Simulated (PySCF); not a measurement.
Work out the structure from these simulated measurements.

Elements present: C, F, H, O and S. Monoisotopic mass: 149.9598 u.

| Property | Result |
| --- | --- |
| UV, first state | lowest singlet excitation: 8.53 eV (145 nm, f = 0.010) [TDDFT CAM-B3LYP/def2-SVPD] |
| UV, strongest line | among the 8 lowest singlet transitions: S2 at 8.93 eV (139 nm, f = 0.051) [TDDFT CAM-B3LYP/def2-SVPD] |
| Rotational structure | rotational constants A, B, C: 2.673, 1.565, 1.547 GHz [GFN2-xTB] |
| Polarisability | 46.3 au [CAM-B3LYP/def2-SVPD] |
| Dipole | 2.76 D [CAM-B3LYP/def2-SVPD] |
| XPS | S2p3/2 175.9, C1s 299.2, O1s 539.2 (×2), O1s 541.2, F1s 695.1 (×3), S1s 2484.8 eV [ΔSCF SCAN, pcX-2 on the ionised atom, pcseg-1 elsewhere, spin-free X2C, 2p3/2 from a spin–orbit splitting computed afterwards within the 2p shell] |
| 13C NMR | chemical shifts (computed TMS as zero) by class: 129.3 (1 C) ppm [GIAO PBE0/pcSseg-1] |
| 1H NMR | chemical shifts (computed TMS as zero) by class: 5.32 (1 H) ppm [GIAO PBE0/pcSseg-1] |

The electronic properties come from PySCF, for the isolated species, density fitting. Levels stand in brackets. Geometry: GFN2-xTB, one conformer, isolated molecule. NMR classes are plain means over equivalent atoms (diastereotopic ones count apart unless rotation or inversion swaps them), as if these changed places fast.

Problem. Which formula fits the mass and the elements?

Solution. CHF3O3S (calculated 149.9598). No other formula that holds each of these elements comes within 0.0003 u with a fitting electron parity and a possible valence count.

Problem. What is the compound? Reason from the data.

Solution. Numbering: `[O:1]=[S:2](=[O:3])([OH:4])[C:5]([F:6])([F:7])[F:8]`. The one carbon: CF3 carbon [C5] (129.3 ppm). The one hydrogen (5.32 ppm): hydroxyl hydrogen. The core levels belong to: S2p3/2 175.9 eV, sulfonyl sulfur [S2]; C1s 299.2 eV, CF3 carbon [C5]; O1s 539.2 eV, sulfonyl oxygen [O1/O3]; O1s 541.2 eV, hydroxyl oxygen [O4]; F1s 695.1 eV, fluorine of a CF3 group [F6/F7/F8]; S1s 2484.8 eV, sulfonyl sulfur [S2]. One atom of each topological class was ionised and stands for its class. By its constants the optimised geometry is a nearly prolate symmetric top. Structure: trifluoromethanesulfonic acid (`O=S(=O)(O)C(F)(F)F`). The assignments are read from this structure; whether some other isomer fits the data as well wasn't checked.

Conformer computed: `[O:1]=[S:2](=[O:3])([OH:4])[C:5]([F:6])([F:7])[F:8]`: O1–S2–C5–F6 -56°, H–O4–S2–O1 11°.
